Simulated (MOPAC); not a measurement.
MOPAC input (PM7):

```
PM7 PRECISE GNORM=0.05 LET XYZ CHARGE=-1 GEO-OK AUX(PRECISION=9) THREADS=1
H4AsSi

Si   -1.71605935 1   -0.16426501 1    0.11213644 1
As    0.77497313 1    0.07429075 1   -0.05062150 1
H    -1.90455372 1    1.07396271 1   -0.78733721 1
H    -1.72429042 1    0.68390134 1    1.39990077 1
H     0.95139032 1   -0.76361090 1   -1.32847615 1
H     1.12817154 1   -1.14613761 1    0.81651183 1
```

### Question
What heat of formation does the run end on?

### Answer
-54.20 kcal/mol.
